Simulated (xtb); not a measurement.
Ti(OH)2(NH2)2 (H₆N₂O₂Ti), SMILES [NH2][Ti]([NH2])([OH])[OH], multiplicity 1. All values are semi-empirical tight-binding results from xtb (GFN2-xTB unless named), good for trends rather than for accurate numbers. Geometry optimised at GFN2-xTB. The multiplicity is an assumed one; no other spin state was optimised. The structure was generated by enumeration; whether it is a known compound was not checked. The values are those of a single conformer.

Optimised geometry:

Bonded distances (Å): Ti1–O2 1.733, Ti1–O4 1.719, Ti1–N6 1.884, Ti1–N9 1.875, O2–H3 0.961, O4–H5 0.959, N6–H7 1.022, N6–H8 1.023, N9–H10 1.022, N9–H11 1.022. Bond angles (°): O2–Ti1–O4 122.0, O2–Ti1–N6 105.5, O2–Ti1–N9 107.0, O4–Ti1–N6 107.7, O4–Ti1–N9 108.8, N6–Ti1–N9 104.5, Ti1–O2–H3 133.0, Ti1–O4–H5 154.4, Ti1–N6–H7 116.6, Ti1–N6–H8 116.1, H7–N6–H8 107.1, Ti1–N9–H10 117.9, Ti1–N9–H11 119.0, H10–N9–H11 107.5.
Charge 0, spin multiplicity 1.

For metal compounds this method's bond lengths and energies can be far off.

Computed properties:
| Property | Value |
|---|---|
| orbital gap | 3.22 eV |
| zero-point energy | 42.2 kcal/mol |
| G − E(el) at 298.15 K (modified RRHO) | 20.2 kcal/mol |

### Question
Give the atomic charges and the Wiberg bond orders between heavy atoms. (The exact figures need the calculation; the answer reports its results.)

### Answer
charges (e) Ti1 0.95, O2 -0.61, H3 0.30, O4 -0.61, H5 0.30, N6 -0.50, H7 0.17, H8 0.17, N9 -0.50, H10 0.17, H11 0.16. Bond orders Ti1–O2 1.05, Ti1–O4 1.07, Ti1–N6 1.08, Ti1–N9 1.08.
